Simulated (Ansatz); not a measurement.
Cost and result up the ladder for GeBr₂ (3 atoms). Charge 0, multiplicity 1. Geometry: r2SCAN-D4/def2-TZVP.

```csv
atom,x (Å),y (Å),z (Å)
Ge1,-0.9804,0.1431,0.0447
Br2,0.3128,-1.5907,0.9491
Br3,0.6676,1.4475,-0.9939
```

Ansatz on 4 threads of Intel Xeon 6975P-C on a shared host. Times are rough, and most runs start from the orbitals of an earlier one. ωB97M-V/def2-TZVP serves as the yardstick here, not as an exact answer. Differences are given only for rows in sets of like size (and for xTB, whose basis is part of the method), since another set adds its own error. Binding counts from free atoms at the same level (Ge triplet, Br doublet; other spins of the atoms weren't run), without zero-point energy or a counterpoise term.

Correlated methods freeze 27 core orbitals; core or outer-core shells of Ge, Br are correlated, in sets that lack core-valence functions. The structure comes from a short search, and lower isomers may exist.

Correlated methods converge slowly with the basis.

```csv
level,functions,wall time,binding energy per atom (eV),difference from ωB97M-V/def2-TZVP (eV)
HF/STO-3G,54,0.15 s,2.24,–
PBE-D4/def2-SVP,96,0.35 s,2.60,–
BLYP-D4/def2-TZVP,144,0.55 s,2.50,0.08
PBE0-D4/def2-SVP,96,0.6 s,2.47,–
MP2/def2-TZVP,144,1.1 s,2.47,0.06
RPA@PBE/def2-TZVP,144,1.1 s,2.10,-0.31
PBE0-D4/def2-TZVP,144,1.2 s,2.49,0.08
r2SCAN-D4/def2-TZVP (with forces),144,1.3 s,2.53,0.12
r2SCAN-D4/def2-TZVPD,168,1.5 s,2.54,0.12
PBE0-D4/def2-TZVPD,168,1.6 s,2.49,0.08
r2SCAN0-D4/def2-TZVP,144,1.8 s,2.43,0.02
ωB97X-V/def2-TZVP,144,2.5 s,2.45,0.04
ωB97M-V/def2-TZVP,144,2.7 s,2.41,0.00
CCSD(T)/def2-TZVPP,144,4.7 s,2.36,-0.05
```
